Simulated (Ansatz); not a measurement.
Start from `F[Si](F)(F)[SiH3]` and change one atom or group to get `O=C[Si](F)(F)[SiH3]`.

Ansatz, PBE0-D4/def2-TZVP geometries, multiplicity 1. Each molecule was computed in one conformer, which needn't be the lowest.

```json
{"property": "HOMO energy (PBE/def2-TZVPP) / eV", "`F[Si](F)(F)[SiH3]`": "-8.06"}
{"property": "size of the dipole moment (ωB97M-V/def2-TZVPP) / D", "`F[Si](F)(F)[SiH3]`": "2.06"}
{"property": "HOMO energy (B3LYP/def2-TZVPP) / eV", "`F[Si](F)(F)[SiH3]`": "-9.18"}
{"property": "HOMO–LUMO gap (B3LYP/def2-TZVPP) / eV", "`F[Si](F)(F)[SiH3]`": "8.70"}
{"property": "size of the dipole moment (B3LYP/def2-TZVPP) / D", "`F[Si](F)(F)[SiH3]`": "2.07"}
{"property": "LUMO energy (PBE0/def2-TZVPP) / eV", "`F[Si](F)(F)[SiH3]`": "-0.30"}
```

(1) Give the same properties after the change, and the shifts. (Estimate.)

Results:

(1) Computed: 
```tsv
property	`O=C[Si](F)(F)[SiH3]`	shift
HOMO energy (PBE/def2-TZVPP) / eV	-5.97	2.09
size of the dipole moment (ωB97M-V/def2-TZVPP) / D	0.51	-1.55
HOMO energy (B3LYP/def2-TZVPP) / eV	-7.26	1.92
HOMO–LUMO gap (B3LYP/def2-TZVPP) / eV	4.82	-3.88
size of the dipole moment (B3LYP/def2-TZVPP) / D	0.47	-1.60
LUMO energy (PBE0/def2-TZVPP) / eV	-2.19	-1.89
```

With PBE0 the HOMO rises by 1.92 eV and the LUMO falls by 1.89 eV, so the gap narrows by about 3.81 eV. PBE moves the HOMO by 2.09 eV and ωB97M-V by 1.75 eV. Dipoles are sizes alone; their direction can turn.

B3LYP here is the variant with VWN-RPA as its local correlation; programs differ in this.
